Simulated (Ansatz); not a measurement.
## What each rung costs, and what it gives

Saddle point of Si2H7ClO, singlet (Si₂H₅Cl ([SiH3][SiH2][Cl]) + H₂O → Si₂H₆O ([OH][SiH2][SiH3]) + HCl; bonds formed: Si1–O7, Cl2–H6; bonds broken: Si1–Cl2, H6–O7), PBE0-D4/def2-TZVP structure:

Si1  (-0.198, -0.675, -0.131)
Cl2  (1.869, -0.514, -1.041)
H3  (-0.540, -1.807, -1.030)
H4  (-1.186, -0.955, 0.986)
Si5  (-0.807, 1.477, -0.796)
H6  (1.920, -1.042, 1.155)
O7  (1.017, -0.865, 1.468)
H8  (-0.079, 2.448, 0.067)
H9  (-0.452, 1.733, -2.215)
H10  (-2.270, 1.691, -0.604)
H11  (0.727, -1.491, 2.141)
(Å)

Barriers are electronic and count from the start structure reached by relaxing down the imaginary mode.

Computed with Ansatz 0.2.0 (basis: as named in each row); correlated methods freeze the cores. B3LYP uses VWN-RPA correlation. Extrapolation: Hartree–Fock as exp(−7.88 √X), correlation as X^−2.97.

Times are rough, for one single point on 4 threads of a shared host (Intel Xeon).

The estimate by CCSD(T) at an estimated basis limit (MP2 extrapolated from triple and quadruple zeta, plus CCSD(T) − MP2 in triple zeta) is 0.952 eV.

```csv
method,basis,time (s),barrier (eV),method less estimate
HF,STO-3G,1,1.114,0.162
PBE-D4,STO-3G,3,0.145,-0.807
SPW92,def2-SVP,3,0.558,-0.394
PBE-D4,def2-SVP,4,0.782,-0.170
B3LYP-D4,6-31G,5,0.650,-0.302
PBE0-D4,def2-SVP,7,0.849,-0.103
SPW92,def2-TZVPP,8,0.607,-0.345
BLYP-D4,def2-TZVPP,10,0.917,-0.035
PBE-D4,def2-TZVPP,11,0.824,-0.128
RPA on PBE,def2-TZVPP,12,1.006,0.054
r2SCAN-D4,def2-TZVPP,15,0.870,-0.082
B3LYP-D4,def2-TZVPP,15,0.948,-0.004
PBE-QIDH,def2-TZVPP,15,0.919,-0.033
wB97M-V,def2-SVP,16,0.862,-0.090
PBE0-D4,def2-TZVPP,16,0.877,-0.075
BHLYP-D4,def2-TZVPP,16,1.004,0.052
B2PLYP,def2-TZVPP,16,0.964,0.012
r2SCAN0-D4,def2-TZVPP,18,0.899,-0.053
CCSD(T),def2-SVP,19,1.090,0.138
CAM-B3LYP-D4,def2-TZVPP,20,0.943,-0.009
wB97M-V,def2-TZVPP,22,0.898,-0.054
B97M-V,def2-TZVPP,26,0.889,-0.063
wB97X-V,def2-TZVPP,27,0.948,-0.004
MP2,def2-QZVPP,73,0.936,-0.016
CCSD(T),def2-TZVPP,190,0.984,0.032
```

All methods are single points on the PBE0-D4 structures.

T1 diagnostic: at most 0.012.

The step is the kind of ligand exchange by which a precursor binds to a hydroxyl group, or is hydrolysed, in atomic layer deposition of oxides.

Labels in which every atom is bracketed show which atoms are joined, not bond orders.
